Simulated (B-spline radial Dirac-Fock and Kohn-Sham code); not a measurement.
Calculated with a radial atomic solver, using the Dirac equation of a negative muon with reduced mass in the field of a spherical finite nucleus, with the Uehling potential to all orders; nuclear polarisation, deformation, hyperfine structure, self-energy, higher-order vacuum polarisation, relativistic recoil and electron screening are left out. The nuclear charge is a Fermi distribution (skin thickness 2.3 fm).

Problem. A muonic atom of atomic mass 89.91 u emits these computed lines: 2p3/2 → 1s1/2 2235 keV, 3d5/2 → 2p3/2 539.3 keV, 4f7/2 → 3d5/2 188.3 keV, 5g9/2 → 4f7/2 86.94 keV. Which element is it, and what rms charge radius was used?

Solution. Rubidium (Z = 37, nuclide ⁹⁰Rb); the high transitions hardly feel the nucleus and fix Z. The 2p → 1s line lies 718.3 keV below the value for a point nucleus without QED, which for this nuclear model gives a radius near 4.26 fm (4.2554 fm was used).
